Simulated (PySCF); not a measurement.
# Electronic structure of Mg⁺ (magnesium, charge +1) at the TPSS level

Configuration: [Ne] 3s1, 2S determinant. All numbers are calculated (PySCF 2.14, the spin-free X2C one-electron Hamiltonian (Gaussian nucleus), in x2c-TZVPall).

```
Total energy                        : -200.1129 hartree
One-electron energy                 : -275.9557 hartree
Hartree (Coulomb) energy            : 92.1584 hartree
Exchange-correlation energy         : -16.3155 hartree
⟨S²⟩                                : 0.7500
⟨L²⟩                                : 0.000
Sum of ⟨r⟩                          : 8.579 bohr
Sum of ⟨r²⟩                         : 13.85 bohr²
Langevin diamagnetic susceptibility : -11.0 ×10⁻⁶ cm³/mol
Time after the integrals            : 0.22 s of wall time on 1 thread of Neoverse-V2 (shared host)
```

```tsv
shell	electrons	mean orbital energy (hartree)	rms radius, mean of both spins (bohr)
1s α	1	-46.85752	0.151
1s β	1	-46.85481	0.151
2s α	1	-3.31605	0.760
2s β	1	-3.31057	0.760
2p α	3	-2.06434	0.777
2p β	3	-2.05894	0.777
3s α	1	-0.43656	3.00
```
